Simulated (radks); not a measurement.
The ytterbium ion Yb+ inside a hard spherical wall (all orbitals vanish at R), configuration held at [Xe] 4f14 6s1 and not refilled when levels cross. Calculated with a radial shooting solver on a logarithmic mesh with Libxc functionals: scalar-relativistic Kohn-Sham, PBE, spin-polarised, spherical densities, point nucleus; open shells are filled with parallel spins first (spin-orbit coupling, left out, can overturn this in heavy ions). Eigenvalues in eV for spin up, with the zero of energy where the potential of the charges vanishes at infinity; a dash marks a level that is unbound or too diffuse for the functional's potential to be trusted. A positive occupied level is held by the wall or, in an anion where self-interaction has pushed it up, behind a barrier. The pressure on the wall is -dE/dV.

R (bohr),E (hartree),kinetic (hartree),e(5s),e(5p),e(4f),e(6s),"e(5d, empty)","e(6p, empty)",pressure (GPa)
free,-14059.5719,15323.897,-61.735,-34.257,-9.727,-9.627,-6.719,-5.816,0
15,-14059.5719,15323.897,-61.735,-34.257,-9.727,-9.627,-6.719,-5.816,< 0.0001
12,-14059.5719,15323.897,-61.734,-34.256,-9.726,-9.626,-6.718,-5.807,0.000251
10,-14059.5717,15323.900,-61.722,-34.244,-9.714,-9.615,-6.704,-5.745,0.00585
6,-14059.5432,15324.079,-61.054,-33.604,-9.046,-8.550,-5.892,-3.280,2.18
5,-14059.4790,15324.381,-60.253,-32.856,-8.206,-6.559,-4.731,0.279,10.4
4,-14059.2445,15325.401,-58.373,-31.100,-6.092,-0.340,-1.657,9.922,64.9
3.5,-14058.9014,15326.900,-56.306,-29.078,-3.631,7.416,1.871,20.807,195
2,-14047.6517,15370.565,-20.026,13.305,37.388,150.10,63.184,187.73,16800
1.5,-14014.6555,15481.428,61.023,109.58,103.19,417.81,183.96,475.94,138000
